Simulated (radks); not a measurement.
Neutral potassium, [Ar] 4s1. Calculated with a radial shooting solver on a logarithmic mesh with Libxc functionals: non-relativistic Kohn-Sham, r2SCAN, spin-polarised, spherical densities, point nucleus; meta-GGA in the generalised Kohn-Sham scheme. Every spin shell is full or empty, so the densities are truly spherical. Functionals are evaluated on that one density, not self-consistently. Rank these orbital-free kinetic functionals by their error against the exact value of the orbitals, and give that value: Thomas-Fermi, TF + vW, TF + vW/9, TF + vW/5, LC94, Perdew 92, Thakkar, Pearson, LKT, PG1, DePristo-Kress, Ernzerhof.

Answer. Exact: 599.263 hartree. From best to worst, with 100 (|E| - |E exact|)/|E exact| (equal figures are ties): Ernzerhof -0.02, DePristo-Kress +0.08, Thakkar -0.12, LC94 +0.16, Perdew 92 -0.55, TF + vW/9 -0.57, Pearson -1.38, TF + vW/5 +4.55, Thomas-Fermi -6.96, PG1 +23.00, LKT +28.57, TF + vW +50.59.
